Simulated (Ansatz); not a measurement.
```xyz
12

F     2.454   -0.926   -1.023
Si    1.402    0.280   -0.932
C     0.324    0.086    0.537
C    -1.085    0.749    0.492
Si   -1.108   -1.090    0.510
H     2.203    1.531   -0.905
H     0.558    0.249   -2.156
H     0.831    0.169    1.497
H    -1.343    1.270   -0.426
H    -1.375    1.302    1.379
H    -1.454   -1.794    1.761
H    -1.408   -1.827   -0.734
```

Total charge 0; spin multiplicity 1.

List the r2SCAN/def2-TZVPP orbital energies in eV (Ansatz 0.2.0). (Best estimate.)

The calculation gave: Occupied: -1791.67, -1791.12, -665.80, -273.44, -273.18, -142.01, -141.63, -96.93, -96.85, -96.83, -96.49, -96.47, -96.46, -30.90, -20.64, -15.78, -13.85, -13.22, -11.98, -11.14, -10.95, -10.78, -10.11, -9.09, -8.43, -8.31, -7.84, -6.34. Lowest empty: -0.57, -0.14, 0.27, 0.99, 1.21, 1.80, 2.01, 2.35.
